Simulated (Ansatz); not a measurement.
Cu₅O₄⁺, relaxed as a singlet with RKS PBE0-D4/def2-SVP in Ansatz, starting from the GFN1-xTB geometry. Force threshold 0.02 eV/Å.

The restricted singlet is unstable towards broken spin symmetry at other levels; at PBE0-D4/def2-SVP this wasn't settled. The structure comes from a short search, and lower isomers may exist.

Start:

```xyz
9

Cu    0.826    1.478   -1.247
Cu    1.856   -0.989    0.048
Cu    0.195    0.476    0.753
Cu   -1.889    0.906   -0.179
Cu   -0.860   -1.562    1.118
O    -2.200   -0.536    0.728
O     0.790   -2.046    0.912
O    -0.853    1.894   -1.155
O     2.136    0.378   -0.977
```

| step | energy (eV) | largest force component (eV/Å) | SCF passes |
| --- | --- | --- | --- |
| 1 | -231302.3534 | 1.448 | 142 |
| 2 | -231302.6882 | 0.787 | 120 |
| 3 | -231302.8504 | 0.380 | 97 |
| 4 | -231302.9729 | 1.319 | 102 |
| 5 | -231303.2536 | 1.790 | 65 |
| 6 | -231303.7361 | 1.294 | 63 |
| 7 | -231304.1045 | 0.976 | 61 |
| 8 | -231304.4093 | 0.453 | 60 |
| 9 | -231304.4816 | 1.462 | 57 |
| 10 | -231304.5741 | 0.253 | 53 |
| 11 | -231304.5968 | 0.126 | 50 |
| 12 | -231304.6065 | 0.068 | 47 |
| 13 | -231304.6102 | 0.078 | 47 |
| 14 | -231304.6113 | 0.005 | 46 |

Force components are those of the run's own axes.

End:

```xyz
9

Cu    0.902    1.485   -1.466
Cu    1.978   -1.119   -0.098
Cu    0.177    0.427    0.674
Cu   -2.080    0.869   -0.295
Cu   -1.005   -1.734    1.072
O    -2.314   -0.736    0.417
O     0.765   -1.217    1.308
O    -0.503    1.853   -0.305
O     2.081    0.172   -1.307
```

Bonds formed: Cu3–O7, Cu3–O8 (atoms count from 1).

No frequencies were taken in this run, so the end may be a saddle point.

Run time 7 min (4 threads of Intel Xeon on a shared host), peak host memory 1.2 GiB.
